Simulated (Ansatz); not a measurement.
B(NCMe)H3 (C₂H₆BN), relaxed as a singlet with RKS r2SCAN-D4/def2-SVP in Ansatz, starting from the GFN2-xTB geometry. Force threshold 0.02 eV/Å.

Start:

```xyz
10

B    -1.397    0.808   -1.250
N    -0.393    0.230   -0.353
C     0.392   -0.227    0.351
C     1.374   -0.795    1.229
H     2.174   -0.076    1.403
H     1.794   -1.695    0.780
H     0.912   -1.053    2.182
H    -2.247   -0.021   -1.361
H    -0.827    1.030   -2.274
H    -1.781    1.799   -0.708
```

```
        step  energy (eV)  largest force component (eV/Å)  SCF passes
           1   -4331.2809                           0.685          26
           2   -4331.3583                           0.731          30
3 (rejected)   -4331.3217                           3.862          30
           4   -4331.3720                           0.110          30
           5   -4331.3728                           0.008          31
```

Force components are those of the run's own axes.

End:

```csv
atom,x (Å),y (Å),z (Å)
B1,-1.427,0.826,-1.276
N2,-0.382,0.222,-0.342
C3,0.410,-0.237,0.366
C4,1.400,-0.810,1.252
H5,2.211,-0.088,1.432
H6,1.828,-1.719,0.804
H7,0.939,-1.073,2.216
H8,-2.304,-0.020,-1.396
H9,-0.848,1.055,-2.330
H10,-1.826,1.844,-0.726
```

By distances, no bond broke or formed. The bond that changes most is B1–N2, from 1.46 to 1.53 Å (atoms count from 1).

No frequencies were taken in this run, so the end may be a saddle point.

It took 18 s on 4 threads of Intel Xeon on a shared host.
